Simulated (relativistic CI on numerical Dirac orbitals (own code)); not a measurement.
Xe²⁺: calculation against measurement

Method of calculation: Dirac-Coulomb-Breit CI, orbitals from a KLI potential per configuration, model QED (radiative potential, 1s self-energy scaled to tabulated hydrogen-like ionisation energies), valence Slater integrals scaled by 0.85, P86 correlation energy added to each configuration (own radial code, finite nucleus).

CI space (outside the closed core [Kr] 4d10): 5s2.5p4, 5s.5p5, 5s2.5p3.5d, 5p6, 5s2.5p3.5f, 5s2.5p3.6s, 5s.5p4.5d, 5s2.5p3.6p, 5s2.5p3.7s, 5s2.5p3.6d, 5s2.5p3.4f, 5s2.5p3.7p, 5s.5p4.5f, 5s2.5p2.5d2, 5s2.5p.5d3, 5s2.5p.5d2.5f, 5s2.5p.5d2.6s, 5s.5p2.5d3, 5s2.5p.5d2.6p. Double excitations out of closed p, d and f shells are left out; levels of such configurations are missing from the list, as are those of other unlisted configurations, and high levels can miss mixing partners. These lack a partner that the ground configuration has and come out too high: 5s2.5p3.7s, 5s2.5p3.6d, 5s2.5p3.4f, 5s2.5p3.7p, 5s.5p4.5f.

| Configuration | Term (tabulated) | J | Measured (cm⁻¹) | Computed | Error | Purity (%) |
| --- | --- | --- | --- | --- | --- | --- |
| 5s2.5p4 | 3P | 2 | 0.0 | 0 | 0 | 86 |
| 5s2.5p4 | 3P | 0 | 8130.1 | 7911 | -219 | 77 |
| 5s2.5p4 | 3P | 1 | 9794.4 | 9579 | -216 | 97 |
| 5s2.5p4 | 1D | 2 | 17098.7 | 16950 | -149 | 85 |
| 5s2.5p4 | 1S | 0 | 36102.9 | 35055 | -1048 | 77 |
| 5s.5p5 | 3P° | 2 | 98262.5 | 104631 | 6368 | 68 |
| 5s.5p5 | 3P° | 1 | 103568.2 | 109900 | 6332 | 57 |
| 5s2.5p3.5d | 5D° | 3 | 111605.4 | 117516 | 5911 | 85 |
| 5s2.5p3.5d | 5D° † | 2 | 111856.4 | 117895 | 6039 | 85 |
| 5s2.5p3.5d | 5D° † | 4 | 112271.8 | 117909 | 5637 | 89 |
| 5s2.5p3.5d | 5D° † | 1 | 112449.9 | 118492 | 6042 | 87 |
| 5s2.5p3.5d | 5D° | 0 | 112693.9 | 118921 | 6228 | 66 |
| 5s2.5p3.5d | 3D° | 3 | 121229.6 | 128600 | 7370 | 69 |
| 5s2.5p3.6s | 5S° | 2 | 121475.9 | 128434 | 6958 | 87 |
| 5s2.5p3.5d | 3D° | 1 | 121922.8 | 129644 | 7722 | 87 |
| 5s2.5p3.5d | 3F° | 2 | 124691.3 | 132305 | 7614 | 64 |
| 5s2.5p3.6s | 3S° | 1 | 125617.1 | 133344 | 7727 | 76 |
| 5s2.5p3.5d | 3F° | 3 | 126119.8 | 133700 | 7580 | 69 |
| 5s2.5p3.5d | 3G° | 3 | 128349.1 | 136198 | 7849 | 68 |
| 5s2.5p3.5d | 3G° | 5 | 132159.9 | 139688 | 7528 | 99 |
| 5s2.5p3.5d | 1G° | 4 | 132711.8 | 141088 | 8376 | 72 |
| 5s2.5p3.5d | 3D° | 1 | 133234.0 | 141619 | 8385 | 58 |
| 5s2.5p3.6s | 3D° | 3 | 138658.2 | 147257 | 8599 | 80 |
| 5s2.5p3.5d | 3P° † | 0 | 140437.8 | 148938 | 8500 | 74 |
| 5s2.5p3.5d | 3P° † | 1 | 140730.9 | 148752 | 8021 | 61 |
| 5s2.5p3.6p | 5P | 1 | 146781.5 | 152809 | 6028 | 79 |
| 5s2.5p3.6p | 5P | 2 | 146962.4 | 153052 | 6090 | 72 |
| 5s2.5p3.5d | 3P° | 2 | 148370.1 | 158071 | 9701 | 62 |
| 5s2.5p3.6p | 5P | 3 | 149061.6 | 154859 | 5797 | 86 |
| 5s2.5p3.6p | 3P | 1 | 150301.1 | 156629 | 6328 | 70 |
| 5s2.5p3.6s | 3P° | 0 | 150505.3 | 158443 | 7937 | 91 |
| 5s2.5p3.6p | 3P | 2 | 152057.7 | 158240 | 6182 | 71 |
| 5s2.5p3.6p | 3P | 0 | 152808.2 | 158916 | 6108 | 96 |
| 5s2.5p3.5d | 3D° | 1 | 155400.9 | 164464 | 9064 | 68 |
| 5s2.5p3.5d | 3P° | 0 | 160733.8 | 173804 | 13070 | 67 |
| 5s2.5p3.6p | 3F | 3 | 162594.8 | 170059 | 7464 | 57 |
| 5s2.5p3.6p | 3P | 0 | 165941.7 | 173251 | 7309 | 86 |
| 5s2.5p3.6p | 3F | 4 | 166554.8 | 174303 | 7748 | 97 |

Measured levels from Saloman, J. Phys. Chem. Ref. Data 33, 765 (2004); pairs were made by configuration, J and term (by order where the table uses no LS term), so strongly mixed levels may be paired wrongly.

Mean error by configuration (cm⁻¹): 5s2.5p4 -408; 5s.5p5 6350; 5s2.5p3.5d 8184; 5s2.5p3.6s 7805; 5s2.5p3.6p 6562. Over the excited levels the mean absolute error is 6594 cm⁻¹ (37 of the 69 excited levels that our extract of the source holds in range could be paired, and the others can miss by more), and the median relative error of those above 1,000 cm⁻¹ is 5.6 %. † marks terms whose computed intervals miss the measured ones by more than a factor of 2.5, or configurations far off the rest, from wrong mixing, a near crossing or a doubtful label or measurement; they are left out of the means.
